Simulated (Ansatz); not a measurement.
GeO2. Charge 0, multiplicity 3. Geometry PBE-D4/def2-TZVPD, that of the charge -1 doublet; atoms count from 1.

```xyz
3

Ge    0.149    0.416   -0.149
O    -0.697   -0.490   -1.335
O     0.548    0.075    1.484
```

At PBE0-D4/def2-TZVPD a singlet of charge 0 lies 0.80 eV below the triplet at the same geometry. The structure comes from a short search, and lower isomers may exist.

Estimate the Mulliken populations from the PBE0/def2-TZVPD orbitals of Ansatz.


| atom | charge (e) | spin (α − β) |
| --- | --- | --- |
| Ge1 | 0.62 | 0.33 |
| O2 | -0.31 | 0.83 |
| O3 | -0.31 | 0.83 |
Mulliken values and Mayer orders depend strongly on the basis. With diffuse functions, as here, like atoms can get unlike values, and bond orders can come out too low or too high.

Where does the spin sit?

Summed by element: Ge 0.33, O 1.67, of 2 unpaired in all. Largest on single atoms: O2 0.83, O3 0.83, Ge1 0.33.

And the Mayer bond orders between bonded heavy atoms (over 0.3)?

Ge1–O2 1.37 (1.72 Å); Ge1–O3 1.37 (1.72 Å). Values over 0.3 also appear between atoms too far apart for a bond (O2–O3 0.30 at 3.13 Å); they arise where an orbital or an unpaired electron spreads over both atoms.
